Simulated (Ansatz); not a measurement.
(Br2In-mu-SH)3 (In3H3S3Br6), relaxed as a singlet with RKS PBE-D4/def2-SVP in Ansatz, starting from the GFN2-xTB geometry. Force threshold 0.03 eV/Å.

In the def2 sets In takes a core potential; there is no spin–orbit coupling.

Start:

Cartesian coordinates in Å:
```
In -0.172 1.199 -2.051
Br 0.305 2.612 -4.024
Br -2.414 0.258 -1.453
S 1.417 -0.852 -1.994
In 0.584 -2.506 -0.122
Br 2.637 -3.171 1.114
Br -0.925 -4.048 -1.347
S -0.797 -1.248 1.700
In -0.496 1.299 2.156
Br 1.188 1.331 3.985
Br -2.686 2.460 2.252
S 0.726 2.371 0.082
H 0.712 -1.496 -2.932
H 0.101 -1.558 2.642
H -0.181 3.350 -0.009
```

| step | energy (eV) | largest force component (eV/Å) | SCF passes |
| --- | --- | --- | --- |
| 1 | -468231.1217 | 0.774 | 19 |
| 2 | -468231.1677 | 0.344 | 19 |
| 3 | -468231.2168 | 0.169 | 19 |
| 4 | -468231.2269 | 0.055 | 20 |
| 5 | -468231.2371 | 0.048 | 19 |
| 6 | -468231.2400 | 0.062 | 18 |
| 7 | -468231.2427 | 0.032 | 20 |
| 8 | -468231.2435 | 0.019 | 20 |
| 9 | -468231.2448 | 0.034 | 19 |
| 10 | -468231.2451 | 0.028 | 20 |
| 11 | -468231.2455 | 0.016 | 20 |
| 12 | -468231.2459 | 0.014 | 20 |

Force components are those of the run's own axes.

End:

```xyz
15

In   -0.2517    1.1301   -1.9836
Br   -0.0589    2.5167   -4.0459
Br   -2.4464    0.1332   -1.2772
S     1.5168   -0.7530   -1.9530
In    0.5891   -2.3428   -0.1040
Br    2.5479   -2.9256    1.3433
Br   -0.6921   -4.0144   -1.4551
S    -1.0405   -1.2212    1.5662
In   -0.3909    1.2364    2.0431
Br    1.3154    1.0272    3.8634
Br   -2.4573    2.6299    2.2607
S     0.8288    2.3498    0.0224
H     0.8889   -1.4932   -2.9144
H    -0.2671   -1.6409    2.6189
H    -0.0821    3.3679    0.0150
```

By distances, no bond broke or formed. The bond that changes most is S8–H14, from 1.34 to 1.37 Å (atoms count from 1).

The force fell under the threshold at step 8, but the optimiser went on and released 0.002 eV more. No frequencies were taken in this run, so the end may be a saddle point.

Hardware: 2 threads of AMD EPYC 7R13 on a shared host and a share (18 GiB) of an NVIDIA H100 80GB HBM3. Wall time 33 s, peak host memory 1 GiB.
